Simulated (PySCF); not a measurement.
## Energy profile

The step: BNH₃F ([NH2][BH][F]) → BNHF ([NH][B][F]) + H₂; bonds formed: H2–H4; bonds broken: B1–H2, N3–H4 (atoms numbered as in the saddle structure below).

B1  (0.151, 0.295, 0.312)
H2  (1.355, -0.283, -0.209)
N3  (-0.813, -0.308, -0.364)
H4  (0.589, -0.638, -0.620)
F5  (0.535, 1.163, 1.225)
H6  (-1.816, -0.229, -0.344)
(Å)

Electronic energies by CCSD(T) at an estimated basis limit (MP2 extrapolated from triple and quadruple zeta, plus CCSD(T) − MP2 in triple zeta), on PBE0-D4/def2-TZVP structures; BNH3F, singlet; no counterpoise correction. PySCF 2.14 with density fitting (its default auxiliary sets; JK sets also for MP2 and CCSD(T)); basis: def2-TZVPP and def2-QZVPP; cores frozen in the correlated methods. Extrapolation: Hartree–Fock as exp(−7.88 √X), correlation as X^−2.97.

**Question.** Give the profile in eV, counted from the start structure. (Judge from chemistry; the value comes from the calculation.)

**Answer.** Computed:
```tsv
point	eV
start structure	0.000
saddle	3.547
end structure	2.249
separated: BNHF (linked as [NH][B][F]; B1, N3, F5, H6; singlet) + H2 (H2, H4; singlet)	2.270
```

No T1 diagnostic of these runs exceeds 0.017.

For scale, one of the runs: CCSD(T)/def2-TZVPP, 135 basis functions, launched by `OMP_NUM_THREADS=4 python run.py`. Hardware: 4 CPU threads of an Arm Neoverse V2, shared host. Wall time 73 s; peak host memory 0.74 GiB.
